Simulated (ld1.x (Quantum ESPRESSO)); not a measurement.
**tellurium: one change to an RRKJ potential, before and after**

| Quantity | Value |
| --- | --- |
| Element | tellurium |
| Generator | ld1.x (Quantum ESPRESSO) 7.5 |
| Type | norm-conserving RRKJ (Kleinman–Bylander form) |
| Functional | LDA (PZ) |
| Relativity | scalar-relativistic |
| Frozen core | [Kr] |
| Valence charge | 16 |
| Reference configuration | 4d10 5s2 5p4 |
| Partial waves | 5p (bound): rc 1.75 bohr; 4d (bound): rc 1.05 bohr; 5s (bound): rc 1.45 bohr |
| Local potential | the s channel |
| Core correction | none |

Change: wave 4d (bound): rc 1.05 bohr becomes 4d (bound): rc 1.26 bohr.

Cutoffs: the cutoffs (Ry, on a coarse ladder) from which the occupation-weighted sum of valence levels, in a spherical-Bessel basis at the reference potential, stays within 10 and 1 mRy of its value at 400 Ry; they do not see the model core or the augmentation charge, which bear on the density cutoff. Errors are all-electron minus pseudo energies relative to the spin-unpolarised reference configuration.

Q: How do hardness, ghosts and transferability respond?

A: The potential gets softer (140 Ry and 230 Ry → 100 Ry and 140 Ry); the errors of the 9 common tests hardly move; neither file shows a bound ghost. A larger radius leaves more room for a smooth pseudo-wave, so fewer plane waves are needed.

| quantity | base | changed |
| --- | --- | --- |
| cutoff, loose | 140 Ry | 100 Ry |
| cutoff, tight | 230 Ry | 140 Ry |
| loose cutoff by channel (10 mRy a level) | p 21 Ry, d 90 Ry, s 35 Ry | p 21 Ry, d 80 Ry, s 35 Ry |
| bound ghosts | none | none |
| error for 4d10 5s2 5p3, meV [ΔE 9.92 eV] | -0.7 | -0.7 |
| error for 4d10 5s2 5p2, meV [ΔE 28.09 eV] | +3.7 | +3.7 |
| error for 4d10 5s2 5p1, meV [ΔE 55.32 eV] | +20 | +20 |
| error for 4d10 5s1 5p4, meV [ΔE 19.85 eV] | +2.0 | +2.0 |
| error for 4d10 5s2 5p0, meV [ΔE 92.23 eV] | +59 | +59 |
| error for 4d9 5s2 5p4, meV [ΔE 49.31 eV] | -218 | -204 |
| error for 4d10 5s0 5p6, meV [ΔE 18.92 eV] | -5.9 | -6.0 |
| error for 4d10 5s2 5p4 (spin-polarised), meV [ΔE -0.48 eV] | +9.5 | +9.6 |
| error for 4d10 5s2 5p3 (spin-polarised), meV [ΔE 8.60 eV] | +28 | +28 |
| s: phases at 1.90 bohr within 0.05 rad from the reference energy up to (Ry; the scan ends near 5) | 1.2 | 1.2 |
| p: phases at 1.90 bohr within 0.05 rad from the reference energy up to (Ry; the scan ends near 5) | to the end of the scan | to the end of the scan |
| d: phases at 1.90 bohr within 0.05 rad from the reference energy up to (Ry; the scan ends near 5) | 0.2 | 0.2 |
